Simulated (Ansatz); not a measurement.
A nudged elastic band was laid between two geometries of CH₇FN₂SSi (13 atoms, charge 0, multiplicity 1).

Level of theory: Ansatz, RKS PBE/def2-SVP.

- movable images: 5
- climbing image: yes
- spring: 5.0 eV/Å²
- optimiser: quadratic models (default)
- start path: through a guess of the saddle point
- force threshold: 0.2 eV/Å
- iteration limit: 60
- end points: relaxed

Image 0:

```xyz
13
Properties=species:S:1:pos:R:3
N -1.589 1.134 -0.468
C -0.693 0.050 -0.392
F -1.223 -1.114 0.237
S -0.404 -0.621 -2.145
N 0.450 0.392 0.366
Si 1.468 -0.799 1.184
H -1.873 1.445 0.469
H -2.401 0.921 -1.054
H 0.105 0.553 -2.611
H 0.819 1.320 0.150
H 1.797 -1.969 0.300
H 0.846 -1.307 2.453
H 2.720 -0.040 1.526
```

Image 6:

```xyz
13
Properties=species:S:1:pos:R:3
N -1.687 1.219 -0.302
C -0.676 0.256 -0.467
F -1.065 -1.068 -0.091
S -0.346 0.194 -2.323
N 0.445 0.529 0.362
Si 1.424 -0.739 1.104
H -1.916 1.350 0.689
H -2.522 1.018 -0.861
H 0.270 -1.019 -2.264
H 0.870 1.439 0.171
H 1.888 -1.786 0.124
H 0.712 -1.422 2.235
H 2.622 -0.005 1.639
```

Which bonds break or form, and what moves?

No bond is made or broken. The dihedral N5–C2–S4–H9 goes from -66 to 74°.

Give the energies along the band, and the barrier.

The forces met the threshold. The highest image is number 4 of 0 to 6, 10.5 kJ/mol above the first end and 12.4 kJ/mol above the last; the last end lies 1.8 kJ/mol below the first. The threshold of 0.2 eV/Å is loose, so the images may lie well off the minimum-energy path. The order of the stationary point at the top wasn't checked.

```
image  path coordinate (Å)  energy (kJ/mol)  dihedral N5–C2–S4–H9 (°)
    0                 0.00              0.0                       -66
    1                 0.52              0.9                       -60
    2                 1.05              4.1                       -43
    3                 1.57             10.3                       -13
    4                 2.10             10.5                        19
    5                 2.62              2.6                        50
    6                 3.15             -1.8                        74
```

What is the geometry of the highest image?


```xyz
13
Properties=species:S:1:pos:R:3:forces:R:3
N -1.680 1.251 -0.340 0.03 -0.10 0.01
C -0.779 0.157 -0.405 0.00 0.11 0.02
F -1.284 -1.019 0.211 0.02 -0.04 -0.02
S -0.590 -0.270 -2.243 -0.11 0.08 -0.03
N 0.417 0.450 0.300 0.05 -0.01 -0.04
Si 1.474 -0.749 1.053 -0.03 0.03 -0.04
H -1.989 1.386 0.632 -0.02 -0.01 -0.01
H -2.494 1.118 -0.950 -0.01 0.02 0.02
H 0.728 -0.558 -2.141 0.12 -0.08 0.04
H 0.784 1.378 0.079 -0.02 0.00 0.02
H 2.034 -1.740 0.061 -0.03 -0.01 0.01
H 0.791 -1.505 2.152 0.01 0.02 0.02
H 2.609 0.066 1.606 0.00 0.00 0.00
```

The band took 5 iterations and about 3 core-minutes.

Run time: 91 s on 2 threads of Arm Neoverse V1, with other jobs on the host, peak memory 0.18 GiB.
